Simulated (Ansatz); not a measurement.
Cartesian coordinates in Å:
```
Cl -0.4961 -2.8139 -1.0618
Al 0.0883 -0.9498 -0.3847
C -0.2347 0.7775 0.3318
S 1.6355 0.4215 -0.0024
H -0.4105 0.9535 1.3900
H -0.5825 1.6111 -0.2730
```

The species carries charge 0 and has multiplicity 1.

Task: List the r2SCAN/def2-TZVPP orbital energies in eV (Ansatz 0.2.0). (Best estimate.)

Result: The calculation gave: Occupied: -2753.91, -2408.77, -1518.26, -273.66, -255.30, -213.17, -193.81, -193.72, -193.70, -157.26, -157.13, -157.07, -111.74, -72.05, -71.89, -71.84, -21.79, -19.66, -15.64, -11.29, -10.90, -10.08, -9.14, -9.09, -8.22, -6.25, -6.22. Lowest empty: -1.96, -1.39, -0.23, 0.56, 1.76, 2.57, 2.64, 3.72.
